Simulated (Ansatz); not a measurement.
`F[B@-]1(Cl)[SH+][B@@-](F)(Cl)[SH+]1`, relaxed with RKS PBE-D4/def2-SVP in Ansatz 0.2.0 from a rough embedded geometry. The force threshold is 0.03 eV/Å; the program also tests the step.

Total charge 0; spin multiplicity 1.

Start:

```xyz
10

F    -0.568    1.205    1.843
B     0.272    0.298    1.161
Cl    1.628   -0.219    2.278
S     0.948    0.923   -0.429
B     0.000   -0.470   -1.104
F    -1.088   -0.058   -2.010
Cl    1.171   -1.677   -1.959
S    -0.641   -1.207    0.468
H     0.260    2.144   -0.782
H    -1.981   -0.939    0.534
```

| step | energy (eV) | largest force (eV/Å) | largest move (Å) |
| --- | --- | --- | --- |
| 1 | -53494.5781 | 5.152 | 0.000 |
| 2 | -53495.3956 | 2.970 | 0.182 |
| 3 | -53495.8101 | 0.569 | 0.135 |
| 4 | -53495.8708 | 0.330 | 0.149 |
| 5 | -53495.8895 | 0.076 | 0.056 |
| 6 | -53495.8945 | 0.045 | 0.042 |
| 7 | -53495.9081 | 0.246 | 0.195 |
| 8 | -53495.9180 | 0.148 | 0.055 |
| 9 | -53495.9250 | 0.073 | 0.105 |
| 10 | -53495.9254 | 0.014 | 0.025 |

End:

```xyz
10

F    -0.411    1.160    2.018
B     0.328    0.301    1.274
Cl    1.779   -0.450    2.031
S     0.870    1.144   -0.490
B     0.032   -0.547   -1.234
F    -0.906   -0.256   -2.168
Cl    1.341   -1.702   -1.671
S    -0.831   -1.168    0.493
H    -0.255    1.910   -0.615
H    -1.948   -0.392    0.363
```

Hardware: 4 threads of an Arm Neoverse V2 on a shared host. Wall time 24 s, peak host memory 0.22 GiB.
